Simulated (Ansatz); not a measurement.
Relaxation of CH$_{8}$ClNSi (12 atoms, charge 0, multiplicity 1), to a largest force component of 0.03 eV/Å in at most 50 steps.

These are results of Ansatz, RKS PBE0-D4/cc-pVDZ, not measurements.

```xyz
12
Properties=species:S:1:pos:R:3
Si -1.844 0.613 0.250
H -1.703 -0.559 1.087
H -1.506 0.335 -1.177
H -3.227 1.173 0.345
Cl -0.549 2.081 0.975
H 0.215 -0.667 0.935
N 0.750 -1.135 0.206
C 1.725 -0.258 -0.415
H 0.080 -1.488 -0.473
H 2.424 0.109 0.350
H 1.316 0.629 -0.939
H 2.320 -0.833 -1.142
```

Q: Where does it end, and by what steps?

A: It converged. After 11 steps the energy has fallen by 0.140 eV; H2 moved furthest, 0.56 Å.

| step | energy less start (eV) | largest force component (eV/Å) | accepted |
| --- | --- | --- | --- |
| 0 | 0.0000 | 0.828 | yes |
| 1 | -0.1017 | 0.255 | yes |
| 2 | -0.1145 | 0.107 | yes |
| 3 | -0.1006 | 0.607 | no |
| 4 | -0.1254 | 0.085 | yes |
| 5 | -0.1284 | 0.051 | yes |
| 6 | -0.1317 | 0.075 | yes |
| 7 | -0.1337 | 0.106 | yes |
| 8 | -0.1365 | 0.104 | yes |
| 9 | -0.1387 | 0.107 | yes |
| 10 | -0.1400 | 0.067 | yes |
| 11 | -0.1404 | 0.022 | yes |

```xyz
12
Properties=species:S:1:pos:R:3
Si -2.001 0.684 0.195
H -2.230 -0.616 0.893
H -1.350 0.477 -1.131
H -3.287 1.421 0.034
Cl -0.742 1.862 1.372
H 0.694 -0.662 1.183
N 1.034 -1.178 0.372
C 1.749 -0.283 -0.523
H 0.208 -1.556 -0.090
H 2.642 0.106 -0.011
H 1.179 0.593 -0.895
H 2.103 -0.848 -1.399
```

Whether the end is a true minimum wasn't checked by a vibrational analysis.

The run took 63 s on 2 threads of Arm Neoverse N1, with other jobs on the host, peak memory 0.23 GiB.
